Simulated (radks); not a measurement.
The numbers below are computed, except where a source is named.
Problem. Bi LXIII, configuration [Ar] 3d3 (the NIST ground configuration). Level of theory: scalar-relativistic Kohn-Sham, exchange-only LDA, spin-unpolarised, spherical densities, point nucleus (a radial shooting solver on a logarithmic mesh with Libxc functionals). Some entries of the table are withheld. Estimate them.

| orbital | occ. | eigenvalue (Ry) | <r> (bohr) |
|---|---|---|---|
| 1s | 2 | (1) | (2) |
| 2s | 2 | (3) | (4) |
| 2p | 6 | -1354.210 | 0.06010 |
| 3s | 2 | (5) | 0.1633 |
| 3p | 6 | -531.8467 | (6) |
| 3d | 3 | -489.3664 | 0.1453 |

Solution. 
(1) 1s eigenvalue (Ry): -6997.401
(2) 1s <r> (bohr): 0.01579
(3) 2s eigenvalue (Ry): -1525.775
(4) 2s <r> (bohr): 0.06610
(5) 3s eigenvalue (Ry): -581.6399
(6) 3p <r> (bohr): 0.1631
